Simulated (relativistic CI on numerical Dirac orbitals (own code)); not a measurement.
# Charge states of promethium

Method of calculation: Dirac-Coulomb-Breit CI, orbitals from a KLI potential per configuration, model QED, valence Slater integrals scaled by 0.9 (own radial code, finite nucleus).

Each species is treated in one configuration, given outside its closed core. Radial values are for the open shell of highest l, unscaled and averaged over j; ζ includes the Breit term. Labels give the leading LS character, summed over repeated terms.

| Ion | Configuration | Its lowest level | LS weight (%) | F² (cm⁻¹) | F⁴ (cm⁻¹) | ⟨r⟩ (bohr) | ⟨r²⟩ (bohr²) | Next level | E (cm⁻¹) |
| --- | --- | --- | --- | --- | --- | --- | --- | --- | --- |
| Pm²⁵⁺ | 3d¹⁰4s²4p⁶ | ¹S0 | 100 |  |  |  |  |  |  |
| Pm²⁶⁺ | 3d¹⁰4s²4p⁵ | ²P°3/2 | 100 |  |  | 0.5555 | 0.3485 | ²P°1/2 | 258250 |
| Pm²⁷⁺ | 3d¹⁰4s²4p⁴ | ³P2 | 73 | 186800 |  | 0.5511 | 0.343 | ¹S0 | 50238 |
| Pm²⁸⁺ | 3d¹⁰4s²4p³ | J = 3/2 (mixed) | 43 | 188100 |  | 0.5468 | 0.3377 | ⁴S°3/2 | 233200 |
| Pm²⁹⁺ | 3d¹⁰4s²4p² | ³P0 | 74 | 189300 |  | 0.5425 | 0.3325 | ³P1 | 243480 |
| Pm³⁰⁺ | 3d¹⁰4s²4p | ²P°1/2 | 100 |  |  | 0.5384 | 0.3275 | ²P°3/2 | 279280 |
| Pm³¹⁺ | 3d¹⁰4s² | ¹S0 | 100 |  |  |  |  |  |  |
| Pm³²⁺ | 3d¹⁰4s | ²S1/2 | 100 |  |  | 0.519 | 0.3026 |  |  |
| Pm³³⁺ | 3d¹⁰ | ¹S0 | 100 |  |  |  |  |  |  |
| Pm³⁴⁺ | 3d⁹ | ²D5/2 | 100 |  |  | 0.2263 | 0.05974 | ²D3/2 | 205340 |
| Pm³⁵⁺ | 3d⁸ | ³F4 | 91 | 453000 | 291800 | 0.224 | 0.05846 | J = 2 (mixed) | 54833 |
| Pm³⁶⁺ | 3d⁷ | ⁴F9/2 | 66 | 458300 | 295400 | 0.2218 | 0.05723 | J = 3/2 (mixed) | 76774 |
| Pm³⁷⁺ | 3d⁶ | J = 4 (mixed) | 43 | 463600 | 299000 | 0.2196 | 0.05605 | J = 2 (mixed) | 46299 |
| Pm³⁸⁺ | 3d⁵ | J = 5/2 (mixed) | 30 | 468900 | 302500 | 0.2175 | 0.0549 | J = 5/2 (mixed) | 154240 |
| Pm³⁹⁺ | 3d⁴ | ³P0 | 57 | 474100 | 306100 | 0.2154 | 0.0538 | ⁵D1 | 176450 |
| Pm⁴⁰⁺ | 3d³ | ⁴F3/2 | 54 | 479300 | 309600 | 0.2133 | 0.05273 | ⁴F5/2 | 185170 |
| Pm⁴¹⁺ | 3d² | ³F2 | 77 | 484500 | 313200 | 0.2113 | 0.0517 | ³P0 | 131170 |
| Pm⁴²⁺ | 3d | ²D3/2 | 100 |  |  | 0.2094 | 0.0507 | ²D5/2 | 248060 |
| Pm⁴³⁺ | 3s²3p⁶ | ¹S0 | 100 |  |  |  |  |  |  |
| Pm⁴⁴⁺ | 3s²3p⁵ | ? | ? | ? | ? | ? | ? | ? | ? |
| Pm⁴⁵⁺ | 3s²3p⁴ | ³P2 | 70 | 425100 |  | 0.2315 | 0.06192 | ¹S0 | 120020 |
| Pm⁴⁶⁺ | 3s²3p³ | J = 3/2 (mixed) | 46 | 427500 |  | 0.2301 | 0.06117 | ⁴S°3/2 | 1.0675e+06 |
| Pm⁴⁷⁺ | 3s²3p² | ³P0 | 71 | 429800 |  | 0.2287 | 0.06044 | ³P1 | 1.0972e+06 |
| Pm⁴⁸⁺ | 3s²3p | ²P°1/2 | 100 |  |  | 0.2273 | 0.05973 | ²P°3/2 | 1.1876e+06 |

(1) Fill in the row of Pm⁴⁴⁺.

Answers

(1) Its lowest level ²P°3/2; LS weight (%) 100; ⟨r⟩ (bohr) 0.2329; ⟨r²⟩ (bohr²) 0.06269; Next level ²P°1/2; E (cm⁻¹) 1.1223e+06.
